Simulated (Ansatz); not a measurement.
Geometry optimisation, UKS PBE-D4/6-31G* in Ansatz 0.2.0.

input.yaml

```yaml
crystal:
  periodic: [false, false, false]
  atoms:
    - { symbol: C, position_ang: [-0.6992, -1.0033, 1.788] }
    - { symbol: O, position_ang: [0.2889, -0.2393, 1.128] }
    - { symbol: C, position_ang: [0.6772, -0.8461, -0.1021] }
    - { symbol: S, position_ang: [-0.2461, -0.3818, -1.503] }
    - { symbol: Si, position_ang: [0.0732, 1.6959, -1.7181] }
    - { symbol: H, position_ang: [-0.4079, -1.9482, 2.0406] }
    - { symbol: H, position_ang: [-1.6129, -1.0137, 1.1499] }
    - { symbol: H, position_ang: [-0.9706, -0.4112, 2.6895] }
    - { symbol: H, position_ang: [1.7448, -0.5156, -0.2386] }
    - { symbol: H, position_ang: [0.7315, -1.9372, 0.0389] }
    - { symbol: H, position_ang: [-0.5401, 2.4439, -0.5433] }
    - { symbol: H, position_ang: [1.56, 1.9169, -1.7273] }
    - { symbol: H, position_ang: [-0.5783, 2.2049, -2.9877] }
magnetization:
  spin_polarized: true
basis:
  gaussian: { orbitals: "6-31G*" }
hamiltonian:
  xc: pbe
  dispersion: d4
relax:
  f_tol: 0.02
  max_steps: 50
output:
  orbitals: {}
```

Run as:

```bash
$ ansatz run input.yaml --threads 2 --pin off --max-ram 3072MiB --backend cpu --events-out ev --progress --plain --runs-dir out
```

**Question.** Where does it end, and by what steps?

**Answer.** It converged. After 11 steps the energy has fallen by 0.526 eV; H7 moved furthest, 0.53 Å.

| step | energy less start (eV) | largest force component (eV/Å) | accepted |
| --- | --- | --- | --- |
| 0 | 0.0000 | 4.014 | yes |
| 1 | -0.3682 | 1.446 | yes |
| 2 | -0.4817 | 0.803 | yes |
| 3 | -0.5012 | 0.440 | yes |
| 4 | -0.4492 | 0.723 | no |
| 5 | -0.5128 | 0.117 | yes |
| 6 | -0.5190 | 0.099 | yes |
| 7 | -0.5206 | 0.073 | yes |
| 8 | -0.5235 | 0.150 | yes |
| 9 | -0.5229 | 0.092 | no |
| 10 | -0.5259 | 0.021 | yes |
| 11 | -0.5260 | 0.012 | yes |

```xyz
13
Properties=species:S:1:pos:R:3
C -0.694 -0.727 1.636
O 0.537 -0.292 1.057
C 0.868 -0.971 -0.119
S -0.223 -0.581 -1.598
Si -0.061 1.567 -1.491
H -0.663 -1.812 1.861
H -1.548 -0.523 0.964
H -0.812 -0.161 2.572
H 1.900 -0.680 -0.364
H 0.798 -2.072 -0.007
H -0.890 2.171 -0.397
H 1.372 1.965 -1.291
H -0.561 2.080 -2.808
```

Whether the end is a true minimum wasn't checked by a vibrational analysis.

Run time: 40 s on 2 threads of Intel(R) Xeon(R) Gold 6455B (Sapphire Rapids), on a shared host, peak memory 0.22 GiB.
